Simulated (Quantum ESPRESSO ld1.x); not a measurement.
The numbers below are computed, except where a source is named.
Se+, 33 electrons, occupied as [Ar] 3d10 4s2 4p(up 2.25, down 0.75) (fractional occupations, a model configuration). Code: ld1.x of Quantum ESPRESSO 7.5. Model: scalar-relativistic Kohn-Sham, LDA (Slater exchange, Perdew-Wang correlation), spin-polarised, spherical densities, point nucleus.

Radial electron density D(r) = 4 pi r^2 rho(r):

```
   r/bohr * D(r) (the largest magnitude, 48.9, reaches the edge; | marks zero)
 0.003794 |    *
  0.00498 |       *
 0.006484 |           *
 0.008511 |                *
  0.01117 |                       *
  0.01455 |                               *
  0.01909 |                                       *
  0.02506 |                                             *
  0.03264 |                                              *
  0.04284 |                                           *
  0.05623 |                                      *
  0.07321 |                                      *
   0.0961 |                                              *
   0.1261 |                                                      *
   0.1643 |                                                    *
   0.2156 |                                       *
    0.283 |                             *
   0.3685 |                                *
   0.4837 |                                    *
   0.6349 |                            *
   0.8333 |              *
    1.085 |      *
    1.424 |    *
    1.869 |  *
    2.434 | *
    3.195 |*
    4.194 *
    5.461 *
    7.168 *
```

D(r) has 3 maxima, at r = 0.0309, 0.139, 0.468 bohr, and minima at 0.0644, 0.297 bohr, inside which lie 2.07, 10.98 electrons.
